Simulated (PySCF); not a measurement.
C₅H₆F₃N₃.
SMILES with atom numbers: `[CH3:1][CH2:2][n:3]1[n:4][n:5][cH:6][c:7]1[C:8]([F:9])([F:10])[F:11]`

Probes without a nucleus sit at each ring's centroid and 1 Å off its mean plane on both sides; NICS is minus the shielding there, NICSzz its component along the normal. Level: GIAO PBE0/pcSseg-1 (PySCF, non-relativistic, gas phase) on the GFN2-xTB geometry, one conformer.

Ring bond lengths (Å), with Mayer bond orders in brackets: N3–N4 1.318 (1.22), N4–N5 1.278 (1.46), N5–C6 1.341 (1.38), C6–C7 1.383 (1.42), C7–N3 1.361 (1.03).

Q: What do the NICS probes read (ppm)?

A: 
| ring | type | NICS(0) | NICS(1), two faces | NICS(1)zz, two faces | rms pucker (Å) | centre to ring atoms, mean (Å) |
| --- | --- | --- | --- | --- | --- | --- |
| N3–N4–N5–C6–C7 | 5-membered ring with 3 N; formal bonds all aromatic | -13.1 | -13.1 / -13.2 | -32.0 / -32.9 | 0.00 | 1.14 |

Q: What can be read from them?

A: 
- N3–N4–N5–C6–C7: mean NICS(1)zz -32.4 ppm, shielded. The ring is flat and has no four-coordinate atom; by the NICS criterion it is aromatic.

Q: How equal are the bonds by HOMA? HOMA takes Krygowski's 1993 parameters.

A: 
- N3–N4–N5–C6–C7: HOMA 0.96; the largest term is that of N4–N5, α(R − Ropt)² = 0.13. The geometric and the magnetic index point the same way.

Q: Give the inner angles of the rings and the Hirshfeld charges of the ring atoms.

A: 
- N3–N4–N5–C6–C7: N3 109.2° (+0.053 e), N4 109.7° (-0.060 e), N5 109.3° (-0.136 e), C6 107.6° (-0.031 e), C7 104.3° (-0.020 e); sum 540.0° against 540° for a flat convex ring.

Conformer computed: `[CH3:1][CH2:2][n:3]1[n:4][n:5][cH:6][c:7]1[C:8]([F:9])([F:10])[F:11]`: C1–C2–N3–N4 -89°, C6–C7–C8–F9 120°.
